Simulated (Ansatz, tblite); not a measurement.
Cost and result up the ladder for Sn4H8 (12 atoms). Charge 0, multiplicity 1. Geometry: PBE-D4/def2-SVP.

Cartesian coordinates in Å:
```
Sn -1.867 -0.509 0.222
Sn 2.070 -0.032 -0.643
Sn 0.458 0.236 1.671
Sn -0.006 0.297 -2.681
H 3.342 1.154 -0.515
H -3.210 0.547 -0.086
H -0.528 1.716 -1.692
H 0.095 1.843 2.224
H -2.524 -2.116 0.368
H 2.871 -1.570 -0.445
H 0.518 -0.774 3.090
H -1.218 -0.792 -1.513
```

Ansatz on 4 threads of Arm Neoverse V1 on a shared host; xTB runs through tblite on one thread. Times are rough, summed over both states, and most runs start from the orbitals of an earlier one. PBE0-D4/def2-TZVP serves as the yardstick here, not as an exact answer. The other state is a doublet.

In the def2 sets Sn takes a core potential; there is no spin–orbit coupling. The xTB rows come from tblite. The structure comes from a short search, and lower isomers may exist.

Raw xTB energies of ions are shifted by several eV.

| level | functions | wall time | vertical IE (eV) | difference from PBE0-D4/def2-TZVP (eV) |
| --- | --- | --- | --- | --- |
| GFN1-xTB | 52 | 0.016 s | 12.95 | 5.25 |
| GFN2-xTB | 44 | 0.017 s | 12.74 | 5.04 |
| PBE-D4/def2-TZVP | 248 | 12 s | 7.63 | -0.07 |
| r2SCAN-D4/def2-TZVP | 248 | 29 s | 7.65 | -0.05 |
| PBE0-D4/def2-TZVP (with forces) | 248 | 40 s | 7.70 | 0.00 |
